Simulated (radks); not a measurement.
Numerical settings for the iodine ion I22+, [Ar] 3d10 4s2 4p1. All-electron calculation, non-relativistic Kohn-Sham, PBEsol, spin-polarised, spherical densities, point nucleus; open shells are filled with parallel spins first (spin-orbit coupling, left out, can overturn this in heavy ions); relativity is left out, which matters for an element this heavy. Program: a radial shooting solver on a logarithmic mesh with Libxc functionals. The defaults (mesh step 0.008 in ln r, mesh end at 40 bohr or more with all orbitals vanishing there, Anderson mixing 0.5 over 9 steps, residual threshold near 1e-9 with the energy settled to 1e-9 hartree or 1e-11 of itself, here a cap of 85 iterations) give E = -6702.4407 hartree and 4p at -651.60 eV in 14 iterations. Run on one thread of a shared host, so times are rough (Arm Neoverse V2): 0.12 s of CPU time, 0.12 s wall, 14 iterations on 2476 mesh points. Changes against that run (0 stands for a change within the tolerance of the run):

setting	iterations	converged	E (mhartree)	e(4p) (meV)	CPU (s)
mesh step in ln r 0.005	14	yes	0	0	0.19
mesh step in ln r 0.012	14	yes	0	0	0.09
mesh step in ln r 0.02	14	yes	0	0	0.06
mesh end (bohr) 8	14	yes	0	0	0.12
mesh end (bohr) 2	14	yes	+0.9	+17.6	0.11
residual threshold 1e-05	9	yes	0	+0.0114	0.09
residual threshold 0.001	8	yes	0	+0.77	0.09
mixing 1	11	yes	0	0	0.1
linear mixing, mixing 1	24	yes	0	0	0.18
linear mixing, mixing 0.2	85	no	0	0	0.56
mixing history 3	15	yes	0	0	0.12
iteration cap 5	5	no	+0.00297	-48.5	0.05

No run marked as converged misses the energy by more than 1 mhartree. A mesh that ends early acts as a hard wall.
